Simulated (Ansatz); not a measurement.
Relaxation of CH$_{4}$O$_{2}$Si (8 atoms, charge 0, multiplicity 1), to a largest force component of 0.015 eV/Å in at most 40 steps.

The calculation used RKS B3LYP/6-31G* (Ansatz).

```xyz
8
Properties=species:S:1:pos:R:3:forces:R:3
O 1.503 -0.261 1.377 -0.97 1.98 -4.12
C 1.448 0.305 0.262 0.76 -1.58 2.70
O 0.388 0.410 -0.614 0.02 -2.61 5.66
Si 0.535 1.134 -1.984 -0.62 2.29 -5.68
H 2.339 0.782 -0.202 0.02 -0.09 0.47
H -0.798 1.073 -2.730 0.60 -0.01 0.58
H 0.890 2.578 -1.858 0.13 -0.13 0.14
H 1.510 0.429 -2.878 0.06 0.16 0.25
```

Problem. Where does it end, and by what steps?

Solution. The run converged. After 8 steps the energy has fallen by 0.614 eV; H5 moved furthest, 0.17 Å.

```csv
step,energy less start (eV),largest force component (eV/Å),accepted
0,0.0000,5.682,yes
1,-0.4221,2.715,yes
2,-0.5238,1.442,yes
3,-0.6003,1.138,yes
4,-0.6116,0.333,yes
5,-0.6139,0.049,yes
6,-0.6141,0.024,yes
7,-0.6141,0.025,no
8,-0.6141,0.006,yes
```

```xyz
8
Properties=species:S:1:pos:R:3
O 1.386 -0.261 1.355
C 1.489 0.287 0.295
O 0.461 0.408 -0.576
Si 0.513 1.164 -2.092
H 2.432 0.743 -0.062
H -0.852 1.028 -2.639
H 0.882 2.594 -1.940
H 1.504 0.488 -2.968
```

Whether the end is a true minimum wasn't checked by a vibrational analysis.

Time of the run: 59 s on 1 thread of Intel(R) Xeon(R) Processor @ 2.50GHz (Skylake/Cascade Lake) (shared host), peak memory 0.15 GiB.
